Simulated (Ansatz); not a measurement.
C4H7FSi, SMILES F[C@]1([SiH3])C=CC1.

The structure is a stationary point at PBE0-D3(BJ)/def2-SVP. The structure was generated by enumeration; whether it is a known compound was not checked.

Two levels are set side by side: PBE/def2-SVPD (Ansatz, an electronic-structure program) and CAM-B3LYP/def2-SVPD (Ansatz). Energy differences of separate SCF runs at the same geometry; the states with an electron removed or added have multiplicity 2 and 2. Differences are taken from unrounded values.

| quantity | CAM-B3LYP |
|---|---|
| vertical ionisation energy (eV) | 9.78 |
| vertical singlet–triplet gap (eV) | 4.13 |

### Question
What does PBE give, and how far is it from CAM-B3LYP? (The exact figures need the calculation; the answer reports its results.)

### Answer

| quantity | PBE | PBE minus CAM-B3LYP |
|---|---|---|
| vertical ionisation energy (eV) | 9.44 | -0.34 |
| vertical singlet–triplet gap (eV) | 4.15 | 0.02 |
